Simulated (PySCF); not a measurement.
Excitations are Tamm–Dancoff values on a coarser integration grid. The basis has no diffuse functions, so Rydberg states are missing or too high.

Z-matrix (Å, degrees):
```
O
C 1 1.2455
O 2 1.2883 1 120.49
H 3 0.9765 2 113.70 1 180.00
H 2 1.0914 1 118.65 3 -179.99
Si 1 1.7982 2 130.76 5 -179.96
H 6 1.4631 1 100.28 2 179.67
H 6 1.4680 7 115.96 1 -110.44
H 6 1.4681 7 115.96 8 -139.10
```
Charge +1, spin multiplicity 1.

**Question.** Predict the T1 excitation (TDA), S1 excitation (TDA) and HOMO–LUMO gap from PySCF 2.14.0 with PBE-D3(BJ)/def2-TZVP // TPSSh-D3(BJ)/def2-TZVP.

**Answer.** 
- T1 excitation (TDA) = 4.89 eV
- S1 excitation (TDA) = 5.04 eV
- HOMO–LUMO gap = 4.98 eV
